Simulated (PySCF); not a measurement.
3-phenylpyridine (C11H9N), SMILES c1ccc(-c2cccnc2)cc1. Heavy atoms are numbered as in [cH:1]1[cH:2][cH:3][c:4](-[c:5]2[cH:6][cH:7][cH:8][n:9][cH:10]2)[cH:11][cH:12]1. Hydrogens are named by the atom that carries them.

Geometry: PBE0-D3(BJ)/def2-SVP. Other conformers were not sampled.

Method: PBE/def2-SVP (PySCF).

Atomic charges (e), one atom of each kind:

```csv
atom,meta-Löwdin,Löwdin
C1 (CH),-0.10,-0.03
C2 (CH),-0.10,-0.03
C3 (CH),-0.11,-0.02
C4,0.00,-0.02
C5,-0.01,-0.04
C6 (CH),-0.09,0.00
C7 (CH),-0.12,-0.04
C8 (CH),0.00,0.01
N9,-0.23,-0.06
C10 (CH),0.00,0.01
H on C1,0.11,0.03
H on C2,0.11,0.03
H on C3,0.10,0.03
H on C6,0.11,0.03
H on C7,0.11,0.03
H on C8,0.10,0.02
H on C10,0.10,0.02
```

Computed Mayer and Wiberg (Löwdin basis) orders of the bonds:
```
bond     Mayer  Wiberg
-------  -----  ------
C1–C2     1.38    1.46
C2–C3     1.38    1.48
C3–C4     1.37    1.39
C4–C5     0.99    1.06
C5–C6     1.39    1.40
C6–C7     1.41    1.48
C7–C8     1.38    1.46
C8–N9     1.53    1.60
C5–C10    1.35    1.39
N9–C10    1.55    1.63
C4–C11    1.37    1.39
C1–C12    1.38    1.46
C11–C12   1.38    1.48
```
